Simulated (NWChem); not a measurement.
**Correlation energy of phosphorus nitride (NP)**

```
N
P 1 1.4886
```
Charge 0, spin multiplicity 1.

All runs are NWChem calculations. The geometry was optimised at PBE0/def2-SVP, a minimum by its harmonic frequencies.

Basis set: def2-TZVP. Each correlation energy counts from its own Hartree-Fock reference.

The correlated methods keep 6 core orbitals frozen. Coupled-cluster values serve here as a point of comparison, not as the truth.

| method | correlation energy (mHa) |
|---|---|
| MP2 | ? |
| SCS-MP2 | -338.1 |
| CR-CCSD[T] | ? |
| CR-CCSD(T) | -362.6 |
| CCSD | -344.9 |
| CCSD+T(CCSD) | ? |
| CCSD(T) | -367.9 |

Task: Complete the blanks.

Result: 
- MP2, correlation energy (mHa): -345.4
- CR-CCSD[T], correlation energy (mHa): -363.6
- CCSD+T(CCSD), correlation energy (mHa): -369.2
